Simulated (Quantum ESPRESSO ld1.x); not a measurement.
Question: The silver ion Ag2+, 45 electrons, occupied as [Kr] 4d9. Method: scalar-relativistic Kohn-Sham, LDA (Slater exchange, Perdew-Wang correlation), spin-polarised, spherical densities, point nucleus; open shells are filled with parallel spins first; computed with ld1.x of Quantum ESPRESSO 7.5. Some entries of the table are withheld. Estimate them.

| orbital | occ. | eigenvalue (hartree) | <r^2> (bohr^2) | <r> (bohr) |
|---|---|---|---|---|
| 1s up | 1 | -930.5592 | 0.001311 | 0.03114 |
| 1s down | 1 | -930.5591 | 0.001311 | 0.03114 |
| 2s up | 1 | -137.7639 | 0.02150 | 0.1351 |
| 2s down | 1 | -137.7569 | 0.02150 | 0.1351 |
| 2p up | 3 | -123.7375 | 0.01693 | 0.1177 |
| 2p down | 3 | -123.7320 | 0.01692 | 0.1177 |
| 3s up | 1 | -25.9240 | 0.1560 | 0.3692 |
| 3s down | 1 | -25.9192 | 0.1559 | 0.3692 |
| 3p up | 3 | -21.3174 | 0.1574 | 0.3681 |
| 3p down | 3 | -21.3122 | 0.1573 | 0.3681 |
| 3d up | 5 | -14.0303 | 0.1427 | 0.3460 |
| 3d down | 5 | -14.0234 | 0.1427 | 0.3460 |
| 4s up | 1 | -4.3360 | 0.9370 | 0.9091 |
| 4s down | 1 | -4.3101 | 0.9366 | 0.9088 |
| 4p up | 3 | -2.9932 | 1.134 | 0.9945 |
| 4p down | 3 | -2.9669 | 1.134 | 0.9946 |
| 4d up | 5 | -1.0831 | 2.050 | 1.308 |
| 4d down | 4 | -1.0585 | 2.071 | 1.314 |
| 5s up | 0 | -0.7816 | 6.970 | 2.489 |
| 5s down | 0 | -0.7708 | 7.066 | 2.506 |
| 5p up | 0 | -0.5355 | 10.19 | 3.003 |
| 5p down | 0 | -0.5284 | 10.36 | 3.029 |
| 5d up | 0 | (1) | 25.81 | 4.759 |
| 5d down | 0 | (2) | 26.27 | 4.802 |
| 4f up | 0 | (3) | 59.79 | (4) |
| 4f down | 0 | (5) | 60.70 | (6) |

Answer: 
(1) 5d up eigenvalue (hartree): -0.2553
(2) 5d down eigenvalue (hartree): -0.2532
(3) 4f up eigenvalue (hartree): -0.1403
(4) 4f up <r> (bohr): 7.214
(5) 4f down eigenvalue (hartree): -0.1398
(6) 4f down <r> (bohr): 7.275
